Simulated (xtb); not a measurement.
Cl$_{3}$Ga, triplet, geometry from GFN2-xTB (such geometries of metal compounds can be far from the true shape) (a higher spin typed on purpose: for a closed-shell molecule this is an excited state). Base run: GFN2-xTB (xtb).

Input for xtb:
```
$ xtb mol.xyz --gfn 2 --uhf 2 --json

# file mol.xyz
4

Ga    -0.45767992     0.06399269     0.53548351
Cl    -1.71403785    -1.30659704    -0.58862602
Cl     0.69151346     1.64016877    -0.81695315
Cl     1.85711718    -0.45026428     0.42910924
```

The base run was repeated with changes; each row names its change, and settings that it needs were set with it.

```json
[
 {"change": "base", "ΔE vs base (mEh)": "0.000", "dipole (D)": "1.18", "G_solv (kcal/mol)": "-", "SCF cycles": "13"},
 {"change": "etemp = 3000", "ΔE vs base (mEh)": "-7.394", "dipole (D)": "1.35", "G_solv (kcal/mol)": "-", "SCF cycles": "14"},
 {"change": "gbsa = toluene", "ΔE vs base (mEh)": "-7.299", "dipole (D)": "1.23", "G_solv (kcal/mol)": "-4.62", "SCF cycles": "13"},
 {"change": "alpb = thf", "ΔE vs base (mEh)": "-8.915", "dipole (D)": "1.21", "G_solv (kcal/mol)": "-5.61", "SCF cycles": "13"},
 {"change": "acc = 0.1", "ΔE vs base (mEh)": "0.000", "dipole (D)": "1.18", "G_solv (kcal/mol)": "-", "SCF cycles": "16"},
 {"change": "acc = 1000", "ΔE vs base (mEh)": "0.022", "dipole (D)": "1.16", "G_solv (kcal/mol)": "-", "SCF cycles": "4"},
 {"change": "acc = 0.0001", "ΔE vs base (mEh)": "0.000", "dipole (D)": "1.18", "G_solv (kcal/mol)": "-", "SCF cycles": "22"}
]
```

ALPB and GBSA are two models with their own fitted parameters for each solvent, which aren't always the measured dielectric constant.
